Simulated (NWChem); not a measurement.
CH3F2Sb; SMILES [CH3][Sb]([F])[F]

```xyz
7

Sb    -0.0710     0.0022     0.3761
F     -0.7963    -1.4163    -0.7222
F     -0.7305     1.4510    -0.7243
C      1.8243    -0.0445    -0.6247
H      1.6216     0.0101    -1.7038
H      2.3532    -0.9806    -0.3928
H      2.4419     0.8128    -0.3189
```
Atoms are numbered in this order, from 1.

Program: NWChem. Structure relaxed at the PBE0/def2-SVP level. No frequency run checked for a minimum. def2 effective core potentials on Sb; no spin-orbit coupling. Ions are spin-unrestricted doublets at the neutral geometry; other ion states weren't tried.

For level PBE/def2-SVP:

```
Property                               Result
-------------------------------------  ------
vertical ionisation energy, ΔSCF (eV)    9.70
−ε(HOMO) (eV)                            6.46
```

**Question.** How do the values read with level CAM-B3LYP/def2-SVP instead?

**Answer.** The vertical ionisation energy, ΔSCF (eV) is 10.15 and the −ε(HOMO) (eV) is 9.02.
